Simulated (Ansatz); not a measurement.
`C[SiH2]C(F)BF` and `O=CC(F)BF` differ in one atom or group.

Ansatz, PBE0-D4/def2-TZVP geometries, multiplicity 1. Each molecule was computed in one conformer, which needn't be the lowest.

```
                                          property  `C[SiH2]C(F)BF`
                 LUMO energy (PBE/def2-TZVPP) / eV            -1.92
              HOMO–LUMO gap (PBE0/def2-TZVPP) / eV             7.36
               HOMO–LUMO gap (PBE/def2-TZVPP) / eV             4.91
size of the dipole moment (ωB97M-V/def2-TZVPP) / D             1.80
           HOMO–LUMO gap (ωB97M-V/def2-TZVPP) / eV            11.56
                LUMO energy (PBE0/def2-TZVPP) / eV            -0.95
```

Problem. Give the same properties after the change, and the shifts. (Best estimate.)

Solution. The calculation gave: 
```tsv
property	`O=CC(F)BF`	shift
LUMO energy (PBE/def2-TZVPP) / eV	-2.83	-0.91
HOMO–LUMO gap (PBE0/def2-TZVPP) / eV	6.21	-1.15
HOMO–LUMO gap (PBE/def2-TZVPP) / eV	3.57	-1.34
size of the dipole moment (ωB97M-V/def2-TZVPP) / D	1.51	-0.29
HOMO–LUMO gap (ωB97M-V/def2-TZVPP) / eV	10.69	-0.87
LUMO energy (PBE0/def2-TZVPP) / eV	-1.79	-0.84
```

With PBE0 the HOMO rises by 0.31 eV and the LUMO falls by 0.84 eV, so the gap narrows by about 1.15 eV. PBE moves the HOMO by 0.44 eV and ωB97M-V by 0.21 eV. Dipoles are sizes alone; their direction can turn.
